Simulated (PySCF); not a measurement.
Method: PBE-D3(BJ)/def2-TZVP // PBE0-D4/def2-SVP in PySCF. All species are isolated molecules in the gas phase. One relaxed conformer stands for a flexible species; it need not be the lowest. Excitations are Tamm–Dancoff values on a coarser integration grid. The basis has no diffuse functions, so Rydberg states are missing or too high.

Reference species (SMILES): `C1[C@H]2CC[C@@H](C1)[C@]2(B)C=O` (neutral, multiplicity 1).

```yaml
T1 excitation (TDA): 2.80 eV
HOMO–LUMO gap: 2.91 eV
S1–T1 gap (TDA): 0.26 eV
S1 oscillator strength: 0.009
```

Changed species: `B[C@@H]1C[C@H]2CC[C@@H]1[C@H]2C=O`.

Give the shifts of the T1 excitation (TDA), HOMO–LUMO gap, S1–T1 gap (TDA) and S1 oscillator strength.

the T1 excitation (TDA) rises by 0.79 eV, to 3.59 eV; the HOMO–LUMO gap rises by 1.01 eV, to 3.92 eV; the S1–T1 gap (TDA) goes up by 0.35 eV, to 0.61 eV; the S1 oscillator strength is nearly the same.
